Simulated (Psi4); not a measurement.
F$_{5}$Si (SMILES F[Si-](F)(F)(F)F), charge -1, singlet, at a GFN2-xTB geometry (a gas-phase anion, which may not be bound at this level); TPSS/STO-3G run with Psi4.

Input for Psi4:
```
memory 2 GB

molecule mol {
-1 1
  F    -0.997466   -1.120591   -0.700975
  Si    0.012747   -0.036997    0.017940
  F     1.180667   -0.530930   -1.032554
  F    -0.958229   -0.114684    1.345612
  F    -0.464702    1.348779   -0.654022
  F     1.219903    0.474977    1.014033
}

set basis sto-3g
set reference rks

energy('tpss')
print_variables()
```

**Question.** Predict the main parts of the log of this Psi4 run.

**Answer.** 
```
   => Loading Basis Set <=

    Name: STO-3G
    Role: ORBITAL
    Keyword: BASIS

         ---------------------------------------------------------
                                   SCF
               by Justin Turney, Rob Parrish, Andy Simmonett
                          and Daniel G. A. Smith
                              RKS Reference
         ---------------------------------------------------------

  ==> Geometry <==

    Molecular point group: c1
    Full point group: C1

    Geometry (in Angstrom), charge = -1, multiplicity = 1:

       Center              X                  Y                   Z               Mass
    ------------   -----------------  -----------------  -----------------  -----------------
         F           -0.997302873794    -1.121065223396    -0.700745158415    18.998403162730
         SI           0.012910126206    -0.037471223396     0.018169841585    27.976926534650
         F            1.180830126206    -0.531404223396    -1.032324158415    18.998403162730
         F           -0.958065873794    -0.115158223396     1.345841841585    18.998403162730
         F           -0.464538873794     1.348304776604    -0.653792158415    18.998403162730
         F            1.220066126206     0.474502776604     1.014262841585    18.998403162730

  Running in c1 symmetry.

  Rotational constants: A =      0.10779  B =      0.10779  C =      0.08529 [cm^-1]
  Rotational constants: A =   3231.49634  B =   3231.49538  C =   2556.86369 [MHz]
  Nuclear repulsion =  372.927837115408522

  Charge       = -1
  Multiplicity = 1
  Electrons    = 60
  Nalpha       = 30
  Nbeta        = 30

  ==> Algorithm <==

  SCF Algorithm Type is DF.
  DIIS enabled.
  MOM disabled.
  Fractional occupation disabled.
  Guess Type is SAD.
  Energy threshold   = 1.00e-06
  Density threshold  = 1.00e-06
  Integral threshold = 1.00e-12

  ==> Primary Basis <==

  Basis Set: STO-3G
    Blend: STO-3G
    Number of shells: 20
    Number of basis functions: 34
    Number of Cartesian functions: 34
    Spherical Harmonics?: true
    Max angular momentum: 1

  ==> DFT Potential <==

   => LibXC <=

    Version 7.1.2
    S. Lehtola, C. Steigemann, M. J. T. Oliveira, and M. A. L. Marques,  SoftwareX 7, 1–5 (2018) (10.1016/j.softx.2017.11.002)

   => Composite Functional: TPSS <=

    TPSS Meta-GGA XC Functional

    J. Tao, et al., Phys. Rev. Lett., 91, 146401, 2003

    Deriv               =              1
    GGA                 =           TRUE
    Meta                =           TRUE

    Exchange Hybrid     =          FALSE
    MP2 Hybrid          =          FALSE

   => Exchange Functionals <=

    1.0000   XC_MGGA_X_TPSS

   => Correlation Functionals <=

    1.0000   XC_MGGA_C_TPSS

   => LibXC Density Thresholds  <==

    XC_MGGA_C_TPSS:  1.00E-15
    XC_MGGA_X_TPSS:  1.00E-15

   => Molecular Quadrature <=

    Radial Scheme          =       TREUTLER
    Pruning Scheme         =           NONE
    Nuclear Scheme         =       TREUTLER

    Blocking Scheme        =         OCTREE
    BS radius alpha        =              1
    Pruning alpha          =              1
    Radial Points          =             75
    Spherical Points       =            302
    Total Points           =         127853
    Total Blocks           =           1016
    Max Points             =            256
    Max Functions          =             31
    Weights Tolerance      =       1.00E-15

   => Loading Basis Set <=

    Name: (STO-3G AUX)
    Role: JKFIT
    Keyword: DF_BASIS_SCF

  ==> Integral Setup <==

  SCF_SUBTYPE=INCORE selected. In-core MEM_DF algorithm will be used.
  Using in-core AOs.

  ==> MemDFJK: Density-Fitted J/K Matrices <==

    J tasked:                   Yes
    K tasked:                    No
    wK tasked:                   No
    Algorithm:                 Core
    Schwarz Cutoff:           1E-12
    Mask sparsity (%):       2.5952
    Fitting Condition:        1E-10

   => Auxiliary Basis Set <=

  Basis Set: (STO-3G AUX)
    Blend: DEF2-UNIVERSAL-JKFIT
    Number of shells: 163
    Number of basis functions: 513
    Number of Cartesian functions: 620
    Spherical Harmonics?: true
    Max angular momentum: 4

  Minimum eigenvalue in the overlap matrix is 3.5003886931E-01.
  Reciprocal condition number of the overlap matrix is 2.0147897577E-01.
    Using symmetric orthogonalization.

  ==> Pre-Iterations <==

  SCF Guess: Superposition of Atomic Densities via on-the-fly atomic UHF (no occupation information).

   -------------------------
    Irrep   Nso     Nmo
   -------------------------
     A         34      34
   -------------------------
    Total      34      34
   -------------------------

  ==> Iterations <==

                           Total Energy        Delta E     RMS |[F,P]|

   @DF-RKS iter SAD:  -776.95122739475403   -7.76951e+02   0.00000e+00
   @DF-RKS iter   1:  -777.98164440406640   -1.03042e+00   1.13790e-02 DIIS/ADIIS
   @DF-RKS iter   2:  -778.01230080850144   -3.06564e-02   1.00799e-02 DIIS/ADIIS
   @DF-RKS iter   3:  -778.09812784691633   -8.58270e-02   4.46770e-04 DIIS/ADIIS
   @DF-RKS iter   4:  -778.09827846173255   -1.50615e-04   2.05807e-04 DIIS/ADIIS
   @DF-RKS iter   5:  -778.09831792463626   -3.94629e-05   4.48302e-06 DIIS
   @DF-RKS iter   6:  -778.09831794868455   -2.40483e-08   1.52392e-07 DIIS
  Energy and wave function converged.

  ==> Post-Iterations <==

   Electrons on quadrature grid:
      Ntotal   =   59.9999691003 ; deviation = -3.090e-05

    Orbital Energies [Eh]
    ---------------------

    Doubly Occupied:

       1A    -64.691762     2A    -23.671506     3A    -23.646824
       4A    -23.646824     5A    -23.646778     6A    -23.646127
       7A     -4.683302     8A     -3.008244     9A     -3.008235
      10A     -3.008235    11A     -0.704766    12A     -0.653882
      13A     -0.645800    14A     -0.645799    15A     -0.607617
      16A     -0.060293    17A      0.027881    18A      0.031316
      19A      0.031316    20A      0.161327    21A      0.166251
      22A      0.167310    23A      0.167310    24A      0.169284
      25A      0.192401    26A      0.192401    27A      0.198378
      28A      0.203562    29A      0.203562    30A      0.226409

    Virtual:

      31A      0.524551    32A      0.630486    33A      0.759728
      34A      0.759728

    Final Occupation by Irrep:
              A
    DOCC [    30 ]
    NA   [    30 ]
    NB   [    30 ]

  @DF-RKS Final Energy:  -778.09831794868455

   => Energetics <=

    Nuclear Repulsion Energy =            372.9278371154085221
    One-Electron Energy =               -1855.1054962669315955
    Two-Electron Energy =                 779.0689774158042837
    DFT Exchange-Correlation Energy =     -74.9896362129656779
    Empirical Dispersion Energy =           0.0000000000000000
    VV10 Nonlocal Energy =                  0.0000000000000000
    Total Energy =                       -778.0983179486845529

Computation Completed

Properties will be evaluated at   0.000000,   0.000000,   0.000000 [a0]

Properties computed using the SCF density matrix

 Multipole Moments:

 ------------------------------------------------------------------------------------
     Multipole            Electronic (a.u.)      Nuclear  (a.u.)        Total (a.u.)
 ------------------------------------------------------------------------------------

 L = 1.  Multiply by 2.5417464519 to convert [e a0] to [Debye]
 Dipole X            :         -0.0008700            0.0182159            0.0173459
 Dipole Y            :          0.0025245           -0.0528711           -0.0503466
 Dipole Z            :         -0.0012237            0.0256373            0.0244136
 Magnitude           :                                                    0.0585805

 ------------------------------------------------------------------------------------

  Variable Map:
  ----------------------------------------------------------------------------
  "CURRENT ENERGY"              =>    -778.098317948685
  "CURRENT REFERENCE ENERGY"    =>    -778.098317948685
  "DD SOLVATION ENERGY"         =>       0.000000000000
  "DFT FUNCTIONAL TOTAL ENERGY" =>    -778.098317948685
  "DFT TOTAL ENERGY"            =>    -778.098317948685
  "DFT VV10 ENERGY"             =>       0.000000000000
  "DFT XC ENERGY"               =>     -74.989636212966
  "GRID ELECTRONS ALPHA"        =>      29.999984550144
  "GRID ELECTRONS BETA"         =>      29.999984550144
  "GRID ELECTRONS TOTAL"        =>      59.999969100288
  "NUCLEAR REPULSION ENERGY"    =>     372.927837115409
  "ONE-ELECTRON ENERGY"         =>   -1855.105496266932
  "PCM POLARIZATION ENERGY"     =>       0.000000000000
  "PE ENERGY"                   =>       0.000000000000
  "SCF ITERATION ENERGY"        =>    -778.098317948685
  "SCF ITERATIONS"              =>       6.000000000000
  "SCF TOTAL ENERGY"            =>    -778.098317948685
  "TWO-ELECTRON ENERGY"         =>     779.068977415804
  "XC GRID RADIAL POINTS"       =>      75.000000000000
  "XC GRID SPHERICAL POINTS"    =>     302.000000000000
  "XC GRID TOTAL POINTS"        =>  127853.000000000000

  Array Variable Map:
  ----------------------------------------------------------------------------
  "CURRENT DIPOLE"              =>       0.017345934938 ... 0.024413560758 1 by 3
  "SCF DIPOLE"                  =>       0.017345934938 ... 0.024413560758 1 by 3
  "SCF TOTAL ENERGIES"          =>    -776.951227394754 ... -778.098317948685 1 by 7
```
